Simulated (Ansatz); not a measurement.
Cost and result up the ladder for the cluster Sn₃S₃ (the lowest singlet isomer of a short search) (6 atoms). Charge 0, multiplicity 1. Geometry: r2SCAN-D4/def2-SVP.

```xyz
6

Sn    0.883   -1.410   -0.585
Sn   -1.262   -0.404    2.185
Sn   -0.179    1.636   -0.634
S     1.010    0.376    1.510
S    -1.734   -0.608   -0.256
S     1.281    0.411   -2.219
```

Ansatz on 4 threads of Arm Neoverse V1 on a shared host. Times are rough, and most runs start from the orbitals of an earlier one. PBE0-D4/def2-TZVPD serves as the yardstick here, not as an exact answer. Differences are given only for rows in sets of like size (and for xTB, whose basis is part of the method), since another set adds its own error. Binding counts from free atoms at the same level (Sn triplet, S triplet; other spins of the atoms weren't run), without zero-point energy or a counterpoise term.

In the def2 sets Sn takes a core potential, while STO-3G treats all electrons; there is no spin–orbit coupling. LC-ωPBE has ω = 0.4 bohr⁻¹. Correlated methods freeze 27 core orbitals; core or outer-core shells of Sn are correlated, in sets that lack core-valence functions. The rows differ in basis, and correlated rows in double-zeta sets carry the largest basis error. The structure comes from a short search, and lower isomers may exist.

Correlated methods converge slowly with the basis, most of all in double-zeta sets.

```
                          level  functions  wall time  binding energy per atom (eV)  difference from PBE0-D4/def2-TZVPD (eV)
                PBE-D4/def2-SVP        132      1.9 s                          3.34                                        –
                      HF/STO-3G        108      2.5 s                          2.61                                        –
               PBE0-D4/def2-SVP        132      3.2 s                          3.17                                        –
               PBE-D4/def2-TZVP        261      4.1 s                          3.36                                     0.16
              PBE-D4/def2-TZVPD        306      7.5 s                          3.36                                     0.16
                   HF/def2-TZVP        261      8.5 s                          1.77                                    -1.43
LC-ωPBE/def2-TZVP (with forces)        261        9 s                          2.93                                    -0.27
                  MP2/def2-TZVP        261       11 s                          3.17                                    -0.04
            r2SCAN-D4/def2-TZVP        261       12 s                          3.22                                     0.02
              PBE0-D4/def2-TZVP        261       13 s                          3.20                                     0.00
              RPA@PBE/def2-TZVP        261       15 s                          2.79                                    -0.41
             PBE0-D4/def2-TZVPD        306       16 s                          3.20                                     0.00
           r2SCAN-D4/def2-TZVPD        306       16 s                          3.22                                     0.02
               CCSD(T)/def2-SVP        132       30 s                          2.68                                        –
```
